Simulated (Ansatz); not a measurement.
## Abstraction of H: H2O + SnHF2 → OH + SnH2F2

Species: H2O `O`, singlet; SnHF2 `[F][SnH][F]`, doublet; OH, doublet; SnH2F2 `[F][SnH2][F]`, singlet. A radical takes H: the energy is the difference in strength between the O–H bond broken and the Sn–H bond made.

Shapes, held fixed at every level: PBE0-D4/def2-TZVP. Programs: Ansatz 0.2.0. The zero-point and thermal change to 298 K, harmonic and unscaled (PBE0-D4/def2-TZVP), is -12.8 kJ/mol.

```
                level                   kind  ΔH(298 K) (kJ/mol)  less CCSD(T)/def2-TZVPP  CPU time (sum over the molecules)
 r2SCAN-D4/def2-TZVPP               meta-GGA              +188.2                    +15.1                               16 s
   PBE0-D4/def2-TZVPP          global hybrid              +185.6                    +12.5                               10 s
r2SCAN0-D4/def2-TZVPP          global hybrid              +173.8                     +0.7                               18 s
    B2PLYP/def2-TZVPP          double hybrid              +186.7                    +13.6                               19 s
         MP2/def2-SVP    perturbation theory              +177.2                     +4.1                                  –
     CCSD(T)/def2-SVP  coupled cluster or CI              +156.0                    -17.1                               14 s
        CCSD/def2-SVP  coupled cluster or CI              +151.9                    -21.2                                  –
   CCSD(T)/def2-TZVPP  coupled cluster or CI              +173.1                      0.0                               22 s
```

The highest level, CCSD(T)/def2-TZVPP, gives ΔH(298 K) = +173.1 kJ/mol; the levels span +151.9 to +188.2. The column of differences is taken from that level and isn't an error. No measured value is set beside it here. Open shells run unrestricted unless RO is named. For atoms past krypton def2 sets carry core potentials with scalar relativity. Correlated rows may include outer-core shells of Sn, which these sets cover unevenly. Times are processor times on shared x86 and Arm servers, and rough.
